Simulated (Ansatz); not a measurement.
Program: Ansatz. Geometries: PBE0-D4/def2-TZVP. ΔE: electronic, gas phase. CBS: MP2 limit from def2 TZ/QZ plus the TZ coupled-cluster correction, frozen cores. Functionals use def2-TZVPP. B3LYP here is the variant with VWN-RPA as its local correlation; programs differ in this. Elements past krypton have def2 core potentials. For Se, Te outer-core shells are correlated without core-valence functions, which leaves a few kJ/mol of doubt a bond. Scalar relativity is left out up to krypton. Each species was taken in one conformer, which may not be the lowest.

Consider the formal exchange of groups at the Se–Si bond: `[SeH][SiH2][TeH]` + `C=CN=C` → `C=C/N=C\[SeH]` + `[SiH3][TeH]`.

CCSD(T)/CBS gives +91.1 kJ/mol.

(1) Another level gave +82.3 kJ/mol. Which?
A. B3LYP-D4/def2-TZVPP
B. PBE0/def2-TZVPP
C. PBE/def2-TZVPP
D. HF/def2-TZVPP

Largest T1 diagnostic among the species: 0.013.

Answers

(1) A. B3LYP-D4 82.3, PBE0 87.4, PBE 77.9, HF/def2-TZVPP 104.1 kJ/mol.

In def2-TZVPP, CCSD(T) changes the Hartree–Fock value by −19.2 kJ/mol (the triples alone add −3.8 kJ/mol) and MP2 by −20.6 kJ/mol. From PBE to PBE0 (25 % exact exchange), in def2-TZVPP and without D4, ΔE moves by +9.4 kJ/mol.
